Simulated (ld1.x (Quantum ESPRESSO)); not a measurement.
**u(r) = r·R(r): atom against pseudo-atom (H)**

Columns: radius, all-electron u(r) and pseudo u(r) of the 1s shell (level -6.49 eV) of hydrogen in the configuration 1s1; PBE, scalar-relativistic, PAW scheme, ld1.x (Quantum ESPRESSO) 7.5.

```csv
r (bohr),all-electron,pseudo
0.060,0.1085,0.0794
0.120,0.2040,0.1575
0.180,0.2878,0.2330
0.240,0.3610,0.3047
0.300,0.4244,0.3716
0.360,0.4792,0.4328
0.420,0.5261,0.4878
0.480,0.5658,0.5361
0.540,0.5992,0.5776
0.600,0.6269,0.6124
0.660,0.6494,0.6406
0.720,0.6673,0.6627
0.780,0.6811,0.6793
0.840,0.6913,0.6911
0.900,0.6982,0.6986
0.960,0.7022,0.7028
1.020,0.7037,0.7040
1.080,0.7028,0.7030
1.140,0.7000,0.7000
1.200,0.6954,0.6954
1.260,0.6892,0.6892
1.320,0.6817,0.6817
1.380,0.6730,0.6730
1.440,0.6634,0.6634
1.500,0.6528,0.6528
1.560,0.6415,0.6415
```

Problem. How many radial nodes do the two functions have?

Solution. The all-electron 1s function has n − l − 1 = 0; the pseudo-wave has 0.

Problem. At about which radius was the pseudo-wave matched?

Solution. 1.20 bohr. The columns agree to 0.0005 from 1.02 bohr on; several derivatives are matched, so the curves merge somewhat inside the radius.

Problem. Where does each function peak?

Solution. Outermost all-electron maximum near 1.02 bohr, pseudo maximum near 1.02 bohr (to the table’s step).

Problem. Is the pseudo-wave norm-conserving?

Solution. No, it belongs to a PAW set: the norm inside the radius is not constrained, and the difference is carried by the augmentation charge.
